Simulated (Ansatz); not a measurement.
Isolated molecules relaxed with PBE0-D4/def2-TZVP in Ansatz; ΔE leaves out vibrations. CCSD(T)/CBS is the MP2 limit (def2-TZVPP, def2-QZVPP) plus CCSD(T) − MP2 in def2-TZVPP, frozen cores. This one scheme is used for every species, atoms too. Functionals use def2-TZVPP. B3LYP here is the variant with VWN-RPA as its local correlation; programs differ in this. Open shells (•) are unrestricted, without spin–orbit coupling. Spin–orbit coupling would lower the free atoms: a little for F. For Ga outer-core shells are correlated without core-valence functions, so the limit isn't a true one: a few kJ/mol of doubt a bond, and 10 to 20 or more in all where bonds break to atoms. Scalar relativity is left out up to krypton.

Reaction (homolysis of the F–Ga bond): `[F][GaH][Cl]` → F• + `[Cl][GaH]`•

```json
{"level": "B3LYP-D4", "ΔE (kJ/mol)": "528.9"}
{"level": "ωB97M-V", "ΔE (kJ/mol)": "542.7"}
{"level": "B2PLYP", "ΔE (kJ/mol)": "540.5"}
{"level": "PBE0", "ΔE (kJ/mol)": "526.4"}
```

Q: What does CCSD(T)/CBS give? (Best estimate.)

A: Ansatz gave: +560.8 kJ/mol. The listed levels differ from it by -31.9, -18.1, -20.3, -34.4 kJ/mol.

Largest T1 diagnostic among the species: 0.015.

At CCSD(T), def2-SVP lies −34.9 kJ/mol from the extrapolated value and def2-TZVPP −17.6 kJ/mol: correlation converges slowly with the basis, and small sets miss more of it in the bonded molecule than in its fragments. From PBE to PBE0 (25 % exact exchange), in def2-TZVPP and without D4, ΔE moves by −19.2 kJ/mol: exact exchange takes away binding that semilocal exchange gives to molecules. Leaving LDA and LC-ωPBE aside and taking each functional with its dispersion term where it has one, the values, not all of them listed here, spread over 45.9 kJ/mol, from BHLYP-D4 to ωB97X-V. LDA lies +84.2 kJ/mol from PBE without D4, its usual overbinding.

CCSD(T)/CBS has its own doubt, a few kJ/mol and more with outer-core shells, so smaller differences from it don't rank the levels.
